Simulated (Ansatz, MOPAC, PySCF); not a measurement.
Complex: SiH4 (SMILES [SiH4]) (first 5 atoms) with CH2O2 (SMILES O=CO); geometry from B3LYP-D3(BJ)/def2-TZVP.
(charge 0, multiplicity 1):
```xyz
10

Si     0.107    -0.319     0.642
H     -0.275    -0.531    -0.774
H      0.686    -1.559     1.192
H     -1.143     0.010     1.380
H      1.045     0.815     0.741
O      0.938     0.142     3.732
C      0.065     0.427     4.503
O     -1.229     0.568     4.191
H      0.213     0.610     5.575
H     -1.328     0.400     3.235
```

Interaction energies are E(AB) − E(A) − E(B) at the monomers' geometry in the complex; basis-set methods are counterpoise corrected. Rows marked so take none.

Rows in 6-31G* carry no dispersion term and start afresh at each structure (6-31G* with six Cartesian d functions). The state that PM3 reach isn't checked.

Run with Ansatz (Gaussian orbitals); MOPAC for PM3 (differences of heats of formation); PySCF for 6-31G* rows, the dispersion terms. 

Question: One of these levels gives -0.59 kcal/mol for the interaction energy. Which?
A. PM3
B. BLYP-D3(BJ)/def2-TZVPPD
C. BP86/6-31G* (no counterpoise)
D. HF/6-31G*

Answer: A, PM3. The others give 0.24 (HF/6-31G*), -2.72 (BLYP-D3(BJ)/def2-TZVPPD), -1.71 (BP86/6-31G* (no counterpoise))

Ansatz is an electronic-structure program.
